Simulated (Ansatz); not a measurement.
Ideal-gas functions of `N=C1C[SiH2]1` at 800 K and 1 bar, from an Ansatz frequency run at PBE0-D4/def2-TZVP.

Molar mass 71.15 g/mol, point group Cs (symmetry number 1), electronic degeneracy 1, moments of inertia 37.269, 108.868, 136.587 u Å². Harmonic wavenumbers (cm⁻¹, unscaled): 155, 378, 421, 486, 608, 617, 688, 733, 868, 886, 954, 959, 1062, 1254, 1370, 1784, 2248, 2272, 3094, 3174, 3377.

Use S(trans) = R[1.5 ln M + 2.5 ln T − 1.1517]; rotational temperatures θ = 24.2544 K / I; S(rot) = R[ln(√π/σ · √(T³/θAθBθC)) + 1.5]; for each mode x = 1.438777 ν̃/T, S = R[x/(eˣ − 1) − ln(1 − e⁻ˣ)] and H = RT x/(eˣ − 1); 1 cm⁻¹ = 0.0119627 kJ/mol; R = 8.31446 J/(mol·K).

Problem. By hand: the entropy, in J/(mol·K).

Solution. Translation 182.6. Rotation: θ = 0.6508, 0.2228, 0.1776 K, giving 115.8. Vibration, mode by mode: 18.96, 11.68, 10.82, 9.69, 7.97, 7.86, 7.05, 6.59, 5.41, 5.27, 4.78, 4.74, 4.09, 3.12, 2.65, 1.47, 0.75, 0.72, 0.21, 0.19, 0.14, in all 114.2. Electronic 0.0. Sum 412.6 J/(mol·K).

Problem. By hand: H − E and G − E in kJ/mol, counted from the electronic energy.

Solution. Zero-point energy ½ × 27388 × 0.0119627 = 163.8; thermal vibration 51.0; translation, rotation and pV give 4 RT = 26.6. H − E = 241.4 kJ/mol, and G − E = 241.4 − 800 × 412.6/1000 = -88.7 kJ/mol.

Vibration gives 28 % of the entropy. The sum counts one conformer and one mirror image; others add a mixing term.
